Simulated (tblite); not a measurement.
Species: C6H14OSSi.
Numbering: `[CH3:1][C:2]([CH3:3])([CH3:4])[C@@H:5]1[CH2:6][O:7][SiH2:8][S:9]1` (hydrogens: H10, H11, H12 on C1; H13, H14, H15 on C3; H16, H17, H18 on C4; H19 on C5; H20, H21 on C6; H22, H23 on Si8)

Structure used (GFN2-xTB), in Å, numbered top down from 1:
```
atom  x, y, z in Å
C1    -1.5816    1.5420    0.1814
C2    -0.9567    0.1437    0.1562
C3    -1.8111   -0.7621   -0.7386
C4    -0.9318   -0.4144    1.5799
C5     0.4583    0.2556   -0.4379
C6     1.1791   -1.0718   -0.6646
O7     2.5315   -0.8606   -0.9606
Si8    3.3047    0.3495   -0.1997
S9     1.5663    1.3014    0.6043
H10   -2.5844    1.4989    0.5994
H11   -0.9791    2.2110    0.7902
H12   -1.6459    1.9522   -0.8241
H13   -1.7811   -0.4234   -1.7721
H14   -2.8445   -0.7365   -0.4011
H15   -1.4684   -1.7930   -0.7006
H16   -0.2858    0.1932    2.2082
H17   -1.9350   -0.3967    1.9986
H18   -0.5774   -1.4423    1.5998
H19    0.3957    0.7798   -1.3970
H20    0.7449   -1.6017   -1.5168
H21    1.1053   -1.7038    0.2264
H22    4.1216   -0.1229    0.9045
H23    3.9708    1.1288   -1.2256
```

Level: GFN2-xTB in tblite, geometry and Hessian alike; calculated harmonic values, unscaled, isolated species. This tight-binding method is rough: wavenumbers can miss measured ones by several per cent, in bad cases by 10 to 20. Modes of hydrogen on silicon can be 10 to 20 % off. One conformer, not necessarily the lowest.

Harmonic wavenumbers (cm⁻¹): 56.7, 67.6, 156.7, 178.3, 197.0, 233.8, 246.9, 266.2, 291.3, 318.7, 367.9, 405.6, 427.5, 477.3, 488.0, 522.3, 550.3, 574.6, 670.0, 693.4, 780.5, 817.1, 826.0, 957.2, 962.5, 964.9, 970.0, 988.9, 1027.6, 1041.4, 1070.0, 1114.5, 1180.4, 1203.5, 1239.8, 1252.3, 1266.3, 1298.3, 1334.1, 1404.4, 1406.4, 1428.7, 1474.3, 1488.5, 1492.3, 1495.0, 1506.8, 1509.0, 1514.2, 2343.1, 2372.0, 2920.3, 2934.6, 2958.2, 3026.4, 3029.4, 3032.1, 3032.5, 3038.9, 3040.5, 3045.3, 3048.1, 3051.7.

A = 2195, B = 823.5, C = 702.1 MHz; mass 162.053 u (most abundant isotopes); point group C1, symmetry number 1.

Problem. What is the zero-point energy?

Solution. Half the sum of the wavenumbers: 41539 cm⁻¹ = 118.77 kcal/mol.

Problem. What is S at 273.15 K and 1 bar for an ideal gas of classical rigid rotors and harmonic oscillators?

Solution. Translation 40.75, rotation 29.66, vibration 29.14: S = 99.5 cal/(mol K).

Problem. And Cp and H(273.15 K) − H(0)?

Solution. Cp = 42.43 cal/(mol K), of which vibrations give 34.49 (their classical limit is 63 R = 125.2); H(273.15 K) − H(0) = 6.68 kcal/mol without the zero-point energy, 4.51 from vibrations.

Problem. Blend soft modes into free rotors: weight 1/[1 + (100 cm⁻¹/ν̃)⁴] for the oscillator and the rest for a rotor with moment μB/(μ + B), μ = h/(8π²ν), B = 10⁻⁴⁴ kg m². What vibrational entropy results?

Solution. 27.47 cal/(mol K) in place of 29.14, which changes −T·S at 273.15 K by +0.46 kcal/mol.

Problem. What must be added to the electronic energy to get the Gibbs energy at 273.15 K and 1 bar?

Solution. ZPE + [H(273.15 K) − H(0)] − T·S = 118.77 + 6.68 − 27.19 = 98.26 kcal/mol.

Problem. Which modes carry the vibrational entropy at 273.15 K?

Solution. 56.7 cm⁻¹: 4.40; 67.6 cm⁻¹: 4.05; 156.7 cm⁻¹: 2.42; 178.3 cm⁻¹: 2.18; 197.0 cm⁻¹: 2.00; 233.8 cm⁻¹: 1.69 cal/(mol K); the other 57 give 12.39 together.

Hindered rotation and anharmonicity are outside this model. Other conformers, if any are populated, would add a mixing term that is left out. The structure is chiral; the term R ln 2 for an equal mix with its mirror image is left out.
